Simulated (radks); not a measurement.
Question: These are the eigenvalues of the occupied orbitals of an atom or ion with whole-number occupations (eV). All-electron calculation, Dirac Kohn-Sham, relativistic LDA (MacDonald-Vosko exchange, VWN5 correlation), spin-unpolarised, spherical densities, finite nucleus; Fermi nuclear charge, rms radius of each element as measured or else 0.836 A^(1/3) + 0.57 fm. Program: a radial shooting solver on a logarithmic mesh with Libxc functionals.

1s1/2: -58986.04
2s1/2: -13944.04
2p1/2: -13681.68
2p3/2: -12820.32

Which element is it, and in what charge state? The configuration may be excited. Open shells, if any, fill j = l - 1/2 first.

Answer: Z = 66, dysprosium, charge +59: Dy59+ in [He] 2s2 2p3. The list shows which subshells hold electrons but not how many an open one holds; the 1s level, -2167.7 hartree, gives Z - s = 65.8 by -(Z - s)^2/2, which with screening and relativity narrows Z to a few neighbours, and the depths of the outer levels then fix element, charge and occupations together.
